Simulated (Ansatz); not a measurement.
CH3, charge -1, singlet, at a GFN2-xTB geometry (a gas-phase anion, which may not be bound at this level); WB97X/STO-3G (Ansatz, an electronic-structure program).

Input for Ansatz:
Ansatz 0.2 input:
```yaml
crystal:
  periodic: [false, false, false]
  atoms:
    - {symbol: C, position_ang: [0.09443537, 0.09844229, 0.10070566]}
    - {symbol: H, position_ang: [-0.62720871, -0.62142525, 0.62463322]}
    - {symbol: H, position_ang: [0.66399153, -0.60849894, -0.59880803]}
    - {symbol: H, position_ang: [-0.60339501, 0.63927042, -0.63005917]}
basis:
  gaussian:
    orbitals: STO-3G
hamiltonian:
  xc: {name: wB97X}
total_charge: -1
```

The log (banner, timings and long lists left out):

```
Functional definition: wB97X
100 factors; integrals over basis functions are off by at most 7.3e-6 eV
49 factors; integrals over basis functions are off by at most 1.5e-6 eV
mean field evaluation 1: about -1064.8714 eV, gradient 3.6e0 eV
mean field evaluation 2: about -1064.9517 eV, gradient 1.3e0 eV
mean field evaluation 4: about -1064.9637 eV, gradient 6.4e-2 eV
mean field evaluation 8: about -1064.9418 eV, gradient 5.7e-4 eV
mean field -1064.94183800 eV, -39.1358907031 hartree, gradient 5.4e-5 eV, S^2 0.000000; 0 other end points of the search recorded, 0 dependent functions left out
reference -1064.94182616 eV, -39.1358902680 hartree; 5, 5 occupied and 3, 3 virtual orbitals, 100 factors
Total energy: -1064.94182616 eV, -39.1358902680 hartree
```
